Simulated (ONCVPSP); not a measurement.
zinc: excitation energies, all-electron against ONCV

* Element: zinc
* Generator: ONCVPSP 4.0.1
* Type: optimised norm-conserving Vanderbilt (ONCV)
* Functional: PBE
* Relativity: scalar-relativistic
* Frozen core: [Ne]
* Valence charge: 20
* Reference configuration: 3s2 3p6 3d10 4s2
* Partial waves: 3s+4s: rc 1.15 bohr, ncon 4, nbas 8, qcut 12.5 1/bohr, 2 projectors; 3p: rc 0.80 bohr, ncon 4, nbas 8, qcut 21.9 1/bohr, 2 projectors, debl 1.6 Ha; 3d: rc 1.45 bohr, ncon 4, nbas 8, qcut 8.8 1/bohr, 1 projector
* Local potential: polynomial inside 0.70 bohr (lpopt 5, dvloc0 0 Ha)
* Core correction: polynomial model core, fcfact 0.2

In the p channel the program set the typed energies aside and used -3.065, 0.250 Ha.

Energies are relative to the spin-unpolarised reference configuration 3s2 3p6 3d10 4s2; without spin polarisation the order of configurations can differ from experiment.

```csv
valence configuration,charge,ΔE all-electron (eV),error AE − PS (meV)
3s2 3p6 3d10 4s1,+1,9.889,+2.0
3s1 3p6 3d10 4s2,+1,138.047,-903
```

Question: What are ΔE and the potential's error for 3s2 3p6 3d10 4s0?

Answer: ΔE = 28.331 eV all-electron; the error (AE − PS) is +11 meV.

Question: What are ΔE and the potential's error for 3s2 3p6 3d9 4s0?

Answer: ΔE = 68.865 eV all-electron; the error (AE − PS) is -45 meV.
